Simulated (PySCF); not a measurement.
PySCF job for C3H5N2, SMILES c1c[nH+][nH]c1, charge +1, SMD-ωB97X/def2-SVP. The structure is a stationary point at TPSSh-D3(BJ)/def2-SVP. The isomer is the one that the SMILES or the coordinates give; other isomers of the formula were not compared.

```python
import numpy as np
from pyscf import gto, scf, dft
from pyscf.solvent import smd

mol = gto.M(
    atom='''
    C     0.00000000   -0.00000006    1.23681078
    C     0.00000000   -1.11354822    0.39650506
    N     0.00000000   -0.67194762   -0.87461736
    N     0.00000000    0.67194771   -0.87461728
    C     0.00000000    1.11354817    0.39650518
    H     0.00000000   -0.00000012    2.32354439
    H     0.00000000   -2.17962841    0.61528022
    H     0.00000000   -1.20463573   -1.74419443
    H     0.00000000    1.20463591   -1.74419431
    H     0.00000000    2.17962834    0.61528044
    ''',
    basis='def2-SVP',
    charge=1,
    spin=0,
    max_memory=1600,
    verbose=3,
)
mf = dft.RKS(mol, xc='wb97x').density_fit(auxbasis='def2-universal-jkfit')
mf.grids.level = 3
mf.conv_tol = 1e-9
mf.max_cycle = 100
mf.kernel()
res = {}
for name in ['water', 'N,N-dimethylformamide', 'benzene']:
    s = mf.SMD()
    s.with_solvent.solvent, s.with_solvent.sasa_ng = name, 302
    s.kernel(mf.make_rdm1())
    res[name] = (s.e_tot, s.with_solvent.get_cds(), s.dip_moment(), s.mo_energy, s.converged)
    print(f'SMD {name}: dG(solv) = {(s.e_tot - mf.e_tot) * 627.509474:.3f} kcal/mol, of which CDS {res[name][1] * 627.509474:.3f}')
```

Log of the run:

```
converged SCF energy = -226.336645244108
converged SCF energy = -226.438734981311

WARN: System has nonzero charge 1; the dipole moment is origin-dependent.
Location of origin: [0. 0. 0.]

Dipole moment(X, Y, Z, Debye): -0.00000,  0.00000, -3.50132
SMD water: dG(solv) = -64.062 kcal/mol, of which CDS 3.535
converged SCF energy = -226.441529007329

WARN: System has nonzero charge 1; the dipole moment is origin-dependent.
Location of origin: [0. 0. 0.]

Dipole moment(X, Y, Z, Debye): -0.00000,  0.00000, -3.47628
SMD N,N-dimethylformamide: dG(solv) = -65.816 kcal/mol, of which CDS 0.769
converged SCF energy = -226.398391537768

WARN: System has nonzero charge 1; the dipole moment is origin-dependent.
Location of origin: [0. 0. 0.]

Dipole moment(X, Y, Z, Debye): -0.00000,  0.00000, -2.93452
SMD benzene: dG(solv) = -38.746 kcal/mol, of which CDS -1.061
```

The calculation finished and met its thresholds.

Cost: about 80 core-seconds (a rough figure).
